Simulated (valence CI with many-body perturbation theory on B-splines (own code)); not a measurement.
# How close is CI+MBPT for Ga I?

Level of theory: configuration interaction combined with many-body perturbation theory (CI+MBPT): three valence electrons over a frozen Dirac-Fock core [Ar] 3d10, radial functions for each j: 11 s, 11 p, 9 d, 7 f, 5 g, 2 h, 1 i, with the one-electron correlation potential Σ1, the two-electron term Σ2, the three-electron term Σ3, Breit, model QED; selected CI, second order for the rest (own B-spline code, finite nucleus).

Against 7 measured levels this calculation errs by 131 cm⁻¹ on average and by 203 at most. These come from a selection out of the NIST Handbook of Basic Atomic Spectroscopic Data. Levels without a partner in it may be off by more.

Measured levels: NIST Handbook of Basic Atomic Spectroscopic Data (Sansonetti and Martin, J. Phys. Chem. Ref. Data 34, 1559 (2005)). Pairs share parity and J, and are chosen by configuration, term and nearness in energy; levels without a clear partner are left out. Energies in cm⁻¹ above the measured ground level. The last column is blank where CI alone has no clear partner.

```json
{"Computed label": "4s2 4p 2P°_1/2", "Label in the source": "4s2 4p 2P°", "Measured": "0", "Computed": "0.0", "Difference": "0", "CI alone, difference": "0"}
{"Computed label": "4s2 4p 2P°_3/2", "Label in the source": "4s2 4p 2P°", "Measured": "826.2", "Computed": "814.2", "Difference": "-12", "CI alone, difference": "-97"}
{"Computed label": "4s2 5s 2S_1/2", "Label in the source": "4s2 5s 2S", "Measured": "24788.5", "Computed": "24730.1", "Difference": "-58", "CI alone, difference": "-805"}
{"Computed label": "4s2 5p 2P°_1/2", "Label in the source": "4s2 5p 2P°", "Measured": "33044.1", "Computed": "32912.4", "Difference": "-132", "CI alone, difference": "-1022"}
{"Computed label": "4s2 5p 2P°_3/2", "Label in the source": "4s2 5p 2P°", "Measured": "33155.1", "Computed": "33021.6", "Difference": "-134", "CI alone, difference": "-1030"}
{"Computed label": "4s2 4d 2D_3/2", "Label in the source": "4s2 4d 2D", "Measured": "34781.7", "Computed": "34579.0", "Difference": "-203", "CI alone, difference": "-1489"}
{"Computed label": "4s2 4d 2D_5/2", "Label in the source": "4s2 4d 2D", "Measured": "34787.8", "Computed": "34585.4", "Difference": "-202", "CI alone, difference": "-1489"}
{"Computed label": "4s2 6s 2S_1/2", "Label in the source": "4s2 6s 2S", "Measured": "37584.8", "Computed": "37405.8", "Difference": "-179", "CI alone, difference": "-1078"}
```

Over 7 excited levels the mean absolute difference is 131 cm⁻¹, the median 134 and the largest 203. For the 7 levels that pair on every rung the mean is CI alone 1001, + Σ1 862, + Σ2 118, + Σ3 121, + Breit 144, + QED 131. The comparison draws on a selection of the measured levels: 8 of the 19 computed ones have a partner in it, and others may be off by more.

Rates against NIST Handbook of Basic Atomic Spectroscopic Data (Sansonetti and Martin, J. Phys. Chem. Ref. Data 34, 1559 (2005)):

```tsv
λ vac, measured (nm)	Upper	Lower	A computed (s⁻¹)	A tabulated (s⁻¹)
287.51	4s2 4d 2D_3/2	4s2 4p 2P°_1/2	1.15e+08	1.17e+08
294.45	4s2 4d 2D_5/2	4s2 4p 2P°_3/2	1.37e+08	1.34e+08
294.50	4s2 4d 2D_3/2	4s2 4p 2P°_3/2	2.31e+07	2.61e+07
403.41	4s2 5s 2S_1/2	4s2 4p 2P°_1/2	5.06e+07	4.85e+07
417.32	4s2 5s 2S_1/2	4s2 4p 2P°_3/2	9.70e+07	9.45e+07
```
